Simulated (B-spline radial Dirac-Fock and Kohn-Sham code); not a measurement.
The computed values come from a radial atomic solver: relativistic Hartree-Fock (Dirac-Fock) wave functions, averaged over the configuration.

Q: This computed X-ray form factor belongs to an atom or ion in its tabulated ground configuration. Which?

```tsv
sin θ/λ (Å⁻¹)	f₀
0.4	29.095
0.6	27.026
0.7	25.838
0.8	24.597
1.8	13.639
2	12.062
4	5.108
5	4.153
6	3.315
```

A: Ho³⁶⁺, with 31 electrons in [Ar] 3d10 4s2 4p1. f₀ tends to the number of electrons as s goes to zero, which the first rows give only roughly, and the rate of fall reflects the nuclear charge, 67.

Q: This computed X-ray form factor belongs to an atom or ion in its tabulated ground configuration. Which?

```tsv
sin θ/λ (Å⁻¹)	f₀
0.2	53.022
0.25	51.035
0.4	44.019
0.8	27.543
1.1	20.691
1.4	16.991
1.6	15.345
2.5	9.622
3	7.374
```

A: Er¹¹⁺, with 57 electrons in [Kr] 4d10 4f9 5s2. f₀ tends to the number of electrons as s goes to zero, which the first rows give only roughly, and the rate of fall reflects the nuclear charge, 68.

Q: This computed X-ray form factor belongs to an atom or ion in its tabulated ground configuration. Which?

| sin θ/λ (Å⁻¹) | f₀ |
| --- | --- |
| 0.07 | 25.938 |
| 0.17 | 25.636 |
| 0.21 | 25.448 |
| 0.26 | 25.161 |
| 0.33 | 24.666 |
| 0.4 | 24.074 |
| 1.8 | 8.773 |
| 2.23 | 6.772 |
| 5.25 | 2.489 |

A: Te²⁶⁺, with 26 electrons in [Ar] 3d8. f₀ tends to the number of electrons as s goes to zero, which the first rows give only roughly, and the rate of fall reflects the nuclear charge, 52.

Q: This computed X-ray form factor belongs to an atom or ion in its tabulated ground configuration. Which?

```csv
sin θ/λ (Å⁻¹),f₀
0.1,28.878
0.15,28.727
0.25,28.252
0.3,27.934
0.4,27.152
0.5,26.204
0.7,23.944
1,20.140
2,9.925
```

A: Nd³¹⁺, with 29 electrons in [Ar] 3d10 4s1. f₀ tends to the number of electrons as s goes to zero, which the first rows give only roughly, and the rate of fall reflects the nuclear charge, 60.

Q: This computed X-ray form factor belongs to an atom or ion in its tabulated ground configuration. Which?

```tsv
sin θ/λ (Å⁻¹)	f₀
0.1	45.630
0.12	45.469
0.15	45.174
0.18	44.819
0.27	43.411
0.48	38.592
0.85	28.487
1.25	20.490
3.29	7.492
```

A: Ta²⁷⁺, with 46 electrons in [Kr] 4d10. f₀ tends to the number of electrons as s goes to zero, which the first rows give only roughly, and the rate of fall reflects the nuclear charge, 73.
